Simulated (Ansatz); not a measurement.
`[F][Ga]([F])[F]` and `[CH3][Ga]([F])[F]` differ in one atom or group.

Ansatz, PBE0-D4/def2-TZVP geometries, multiplicity 1. 

Scalar relativity is left out up to krypton.

```tsv
property	`[F][Ga]([F])[F]`
LUMO energy (ωB97M-V/def2-TZVPP) / eV	-0.36
HOMO energy (PBE0/def2-TZVPP) / eV	-11.77
LUMO energy (B3LYP/def2-TZVPP) / eV	-2.78
HOMO–LUMO gap (B3LYP/def2-TZVPP) / eV	8.68
HOMO energy (ωB97M-V/def2-TZVPP) / eV	-14.31
HOMO–LUMO gap (ωB97M-V/def2-TZVPP) / eV	13.95
```

**Question.** Give the same properties after the change, and the shifts. (Best estimate.)

**Answer.** Ansatz gave: 
```json
{"property": "LUMO energy (ωB97M-V/def2-TZVPP) / eV", "`[CH3][Ga]([F])[F]`": "0.96", "shift": "1.32"}
{"property": "HOMO energy (PBE0/def2-TZVPP) / eV", "`[CH3][Ga]([F])[F]`": "-9.61", "shift": "2.16"}
{"property": "LUMO energy (B3LYP/def2-TZVPP) / eV", "`[CH3][Ga]([F])[F]`": "-1.15", "shift": "1.63"}
{"property": "HOMO–LUMO gap (B3LYP/def2-TZVPP) / eV", "`[CH3][Ga]([F])[F]`": "8.24", "shift": "-0.44"}
{"property": "HOMO energy (ωB97M-V/def2-TZVPP) / eV", "`[CH3][Ga]([F])[F]`": "-11.89", "shift": "2.42"}
{"property": "HOMO–LUMO gap (ωB97M-V/def2-TZVPP) / eV", "`[CH3][Ga]([F])[F]`": "12.85", "shift": "-1.10"}
```

With PBE0 the HOMO rises by 2.16 eV and the LUMO rises by 1.58 eV, so the gap narrows by about 0.58 eV. PBE moves the HOMO by 1.55 eV and ωB97M-V by 2.42 eV.

B3LYP here is the variant with VWN-RPA as its local correlation; programs differ in this.
